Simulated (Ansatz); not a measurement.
Consider the redistribution: `O=C[SiH](Cl)O[SiH3]` + `CC(C)[SiH3]` → `O=C[SiH]([SiH3])Cl` + `CC(C)O[SiH3]`.

Program: Ansatz. Geometries: PBE0-D4/def2-TZVP. ΔE: electronic, gas phase. CBS: MP2 limit from def2 TZ/QZ plus the TZ coupled-cluster correction, frozen cores. DFT in def2-TZVPP. B3LYP here is the variant with VWN-RPA as its local correlation; programs differ in this. One conformer a species, not always the lowest.

`O=C[SiH](Cl)O[SiH3]`:

Cartesian coordinates in Å:
```
O 1.037 -0.986 -1.413
C 0.049 -1.573 -1.045
Si -1.147 -0.696 0.172
Cl -1.125 -1.826 1.881
O -0.575 0.786 0.420
Si 0.818 1.679 0.414
H -0.139 -2.614 -1.395
H -2.541 -0.640 -0.315
H 0.581 2.832 1.317
H 1.952 0.872 0.922
H 1.090 2.167 -0.958
```

`CC(C)[SiH3]`:

```xyz
14

C     0.528    0.289   -1.395
C    -0.071    0.450   -0.001
C     1.003    0.370    1.080
Si   -1.433   -0.815    0.301
H    -0.226    0.385   -2.180
H     1.298    1.045   -1.579
H     1.002   -0.691   -1.509
H    -0.552    1.435    0.059
H     1.497   -0.607    1.073
H     0.592    0.525    2.081
H     1.778    1.126    0.918
H    -2.045   -0.623    1.646
H    -0.869   -2.193    0.234
H    -2.504   -0.696   -0.727
```

`O=C[SiH]([SiH3])Cl`:

Cartesian coordinates in Å:
```
O 0.747 -1.846 1.539
C 0.953 -1.611 0.376
Si 0.807 0.198 -0.272
Si -1.362 1.001 0.085
Cl 1.238 0.193 -2.290
H 1.218 -2.433 -0.329
H 1.842 1.000 0.428
H -1.471 2.376 -0.468
H -1.649 1.015 1.542
H -2.322 0.106 -0.612
```

`CC(C)O[SiH3]`:

```xyz
15

C     0.155   -1.779   -0.588
C    -0.189   -0.331   -0.319
C    -1.495   -0.177    0.433
O     0.878    0.235    0.434
Si    1.310    1.816    0.364
H     1.099   -1.855   -1.130
H    -0.628   -2.257   -1.182
H     0.255   -2.320    0.355
H    -0.266    0.199   -1.281
H    -1.722    0.875    0.621
H    -1.435   -0.691    1.396
H    -2.322   -0.606   -0.138
H     1.510    2.236   -1.052
H     0.278    2.712    0.960
H     2.573    1.942    1.127
```

Task: Is it downhill or uphill in electronic energy at CCSD(T)/CBS, and by how much? (Best estimate.)

Result: Ansatz gave: Uphill: ΔE = +42.7 kcal/mol.

Task: What do these levels give: r2SCAN-D4, B3LYP-D4, ωB97X-V, B2PLYP, r2SCAN, B3LYP, HF/def2-TZVPP, SCS-MP2/def2-TZVPP, CCSD/def2-TZVPP, CCSD(T)/def2-TZVPP, SCS-MP2/def2-QZVPP, CCSD/CBS(def2)? (Best estimate.)

Result: Ansatz gave: r2SCAN-D4 40.3, B3LYP-D4 40.9, ωB97X-V 40.6, B2PLYP 42.1, r2SCAN 40.1, B3LYP 39.8, HF/def2-TZVPP 44.2, SCS-MP2/def2-TZVPP 44.9, CCSD/def2-TZVPP 42.9, CCSD(T)/def2-TZVPP 42.4, SCS-MP2/def2-QZVPP 45.2, CCSD/CBS(def2) 43.2 kcal/mol.

Largest T1 diagnostic among the species: 0.014.

The D4 term adds +1.2 kcal/mol with B3LYP and +0.6 kcal/mol with PBE0; it sums over pairs of atoms, weighted by their polarisabilities, and B3LYP, whose exchange is more repulsive, gets the larger term. From PBE to PBE0 (25 % exact exchange), in def2-TZVPP and without D4, ΔE moves by +2.6 kcal/mol.
